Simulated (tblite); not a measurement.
C3H10OSSi.
Z-matrix (Å and degrees, GFN2-xTB geometry), rows numbered from 1:
```
C 
C   1  1.5249
Si  2  1.9002  1  112.44
C   3  1.8940  2  114.49  1   -59.87
O   3  1.6308  2  113.36  1    59.41
S   3  2.1788  2  104.84  1   178.05
H   1  1.0882  2  110.77  3  -178.40
H   1  1.0876  2  110.66  3   -58.14
H   1  1.0870  2  110.57  3    61.59
H   2  1.0921  1  109.11  3   122.13
H   2  1.0901  1  109.17  3  -122.44
H   4  1.0846  3  110.48  2    62.75
H   4  1.0857  3  111.28  2  -177.77
H   4  1.0853  3  111.32  2   -57.32
H   5  0.9549  3  122.35  2    60.84
H   6  1.3226  3   95.38  2  -179.54
```

Method: GFN2-xTB as coded in tblite; computed harmonic values from a numerical Hessian at the method's own geometry, unscaled. The method is semi-empirical: single wavenumbers can be off by several per cent or more. Modes of hydrogen on sulfur can be 10 to 20 % off. One conformer, not necessarily the lowest.

Harmonic wavenumbers (cm⁻¹): 42.7, 79.1, 107.7, 115.3, 143.6, 166.8, 192.6, 214.2, 256.3, 270.8, 305.4, 479.2, 661.5, 685.2, 718.0, 750.3, 792.6, 827.6, 836.4, 900.8, 985.5, 1024.3, 1078.7, 1237.8, 1297.1, 1372.1, 1420.0, 1471.0, 1476.0, 1483.5, 1510.0, 1512.5, 2481.2, 2966.4, 2996.6, 3021.9, 3032.6, 3041.6, 3044.9, 3050.3, 3056.9, 3641.4.

A = 2811, B = 1495, C = 1338 MHz; mass 122.022 u (most abundant isotopes); point group C1, symmetry number 1.

Problem. What is the zero-point energy?

Solution. Half the sum of the wavenumbers: 27374 cm⁻¹ = 327.47 kJ/mol.

Problem. Give the ideal-gas entropy at 350 K and 1 bar in the rigid-rotor, harmonic-oscillator model (classical rotation).

Solution. Translation 172.10, rotation 120.98, vibration 157.70: S = 450.8 J/(mol K).

Problem. And Cp and H(350 K) − H(0)?

Solution. Cp = 171.57 J/(mol K), of which vibrations give 138.31 (their classical limit is 42 R = 349.2); H(350 K) − H(0) = 39.18 kJ/mol without the zero-point energy, 27.54 from vibrations.

Problem. What must be added to the electronic energy to get the Gibbs energy at 350 K and 1 bar?

Solution. ZPE + [H(350 K) − H(0)] − T·S = 327.47 + 39.18 − 157.77 = 208.88 kJ/mol.

Problem. How do the functions run with temperature in this model?

Solution. 
| T (K) | S (J/(mol K)) | Cp (J/(mol K)) | H − H(0) (kJ/mol) | G − H(0) (kJ/mol) | ln q(vib) |
| --- | --- | --- | --- | --- | --- |
| 150 | 335.0 | 109.4 | 10.99 | -39.27 | 3.63 |
| 250 | 398.4 | 141.1 | 23.52 | -76.08 | 6.70 |
| 298.15 | 424.5 | 156.1 | 30.68 | -95.90 | 8.08 |
| 400 | 474.6 | 185.5 | 48.11 | -141.74 | 10.83 |
| 600 | 558.9 | 230.6 | 89.99 | -245.35 | 15.78 |
| 900 | 661.7 | 276.1 | 166.48 | -429.01 | 22.30 |

q(vib) and H(0) count from the zero-point level.

Problem. Which modes carry the vibrational entropy at 350 K?

Solution. 42.7 cm⁻¹: 22.79; 79.1 cm⁻¹: 17.69; 107.7 cm⁻¹: 15.16; 115.3 cm⁻¹: 14.60; 143.6 cm⁻¹: 12.82; 166.8 cm⁻¹: 11.61 J/(mol K); the other 36 give 63.03 together.

Problem. Blend soft modes into free rotors: weight 1/[1 + (100 cm⁻¹/ν̃)⁴] for the oscillator and the rest for a rotor with moment μB/(μ + B), μ = h/(8π²ν), B = 10⁻⁴⁴ kg m². What vibrational entropy results?

Solution. 145.71 J/(mol K) in place of 157.70, which changes −T·S at 350 K by +4.20 kJ/mol.

Hindered rotation and anharmonicity are outside this model. Other conformers, if any are populated, would add a mixing term that is left out. The structure is chiral; the term R ln 2 for an equal mix with its mirror image is left out.
